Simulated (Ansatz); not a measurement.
Reaction (redistribution): `CC#CB(S)Cl` + `C=[CH][SnH3]` → `C=CB(S)Cl` + `CC#[C][SnH3]`

Calculated with Ansatz (gas phase, PBE0-D4/def2-TZVP geometries, no zero-point term in ΔE). CCSD(T)/CBS is the MP2 limit (def2-TZVPP, def2-QZVPP) plus CCSD(T) − MP2 in def2-TZVPP, frozen cores. Functionals use def2-TZVPP. B3LYP here is the variant with VWN-RPA as its local correlation; programs differ in this. def2 core potentials past Kr. For Sn outer-core shells are correlated without core-valence functions, which leaves a few kJ/mol of doubt a bond. One conformer a species, not always the lowest.

`CC#CB(S)Cl`:

Cartesian coordinates in Å:
```
C -1.048 -0.668 -1.987
C -0.370 -0.205 -0.797
C 0.202 0.185 0.195
B 0.905 0.661 1.433
S 0.563 -0.170 2.982
Cl 2.037 2.007 1.348
H -1.324 0.173 -2.628
H -0.392 -1.327 -2.562
H -1.953 -1.225 -1.734
H 1.380 0.570 3.750
```

`C=[CH][SnH3]`:

Cartesian coordinates in Å:
```
C 1.631 0.235 0.186
C 0.633 -0.418 -0.396
Sn -1.407 -0.002 0.023
H 1.463 1.023 0.915
H 2.672 0.011 -0.038
H 0.868 -1.198 -1.118
H -2.227 0.477 -1.397
H -1.449 1.260 1.172
H -2.185 -1.387 0.653
```

`C=CB(S)Cl`:

Cartesian coordinates in Å:
```
C 0.620 1.470 -0.639
C 0.100 0.245 -0.732
B -0.263 -0.622 0.489
S -0.947 -2.252 0.191
Cl -0.018 -0.041 2.134
H 0.817 1.925 0.327
H 0.868 2.059 -1.516
H -0.076 -0.162 -1.726
H -1.100 -2.622 1.473
```

`CC#[C][SnH3]`:

```xyz
10

C     1.780    1.518   -0.212
C     0.682    0.582   -0.080
C    -0.235   -0.199    0.030
Sn   -1.804   -1.538    0.215
H     2.394    1.277   -1.084
H     2.422    1.492    0.671
H     1.410    2.539   -0.331
H    -3.251   -0.658    0.404
H    -1.526   -2.518    1.580
H    -1.873   -2.493   -1.194
```

| level | ΔE (eV) |
| --- | --- |
| ωB97X-V | -0.13 |
| ωB97M-V | -0.11 |
| B2PLYP | -0.08 |
| PBE0 | -0.07 |
| B3LYP | -0.04 |
| MP2/def2-TZVPP | -0.12 |
| CCSD/def2-TZVPP | -0.15 |
| HF/CBS(def2) | -0.19 |

Problem. What does CCSD(T)/CBS give? (Estimate.)

Solution. The calculation gave: -0.11 eV. The listed levels differ from it by -0.02, 0.00, 0.03, 0.04, 0.07, -0.01, -0.04, -0.08 eV.

Largest T1 diagnostic among the species: 0.013.

In def2-TZVPP, CCSD(T) changes the Hartree–Fock value by +0.05 eV (the triples alone add +0.01 eV) and MP2 by +0.07 eV. From PBE to PBE0 (25 % exact exchange), in def2-TZVPP and without D4, ΔE moves by −0.06 eV.
